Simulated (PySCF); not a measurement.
Vertical excitations of a molecule C3H6BN3 from TDDFT-LC-ωPBE/def2-SVPD (PySCF), as energy in eV (oscillator strength): 4.13 (0.001), 5.42 (0.000), 5.97 (0.235), 6.47 (0.012), 6.76 (0.000), 6.83 (0.001), 7.37 (0.021), 7.90 (0.277), 7.99 (0.286), 8.35 (0.160). Lowest triplet (TDA): 3.41 eV. Geometry: B3LYP-D3(BJ)/def2-SVP. One conformer was computed; it need not be the lowest.

Problem. Which molecule gave these data?
(A) C#C/C=N/B(N)N
(B) CNB1N=CC=N1
(C) CB(N)/C=N\C#N
(D) CC1=NB(N)C=N1

Solution. A, C#C/C=N/B(N)N
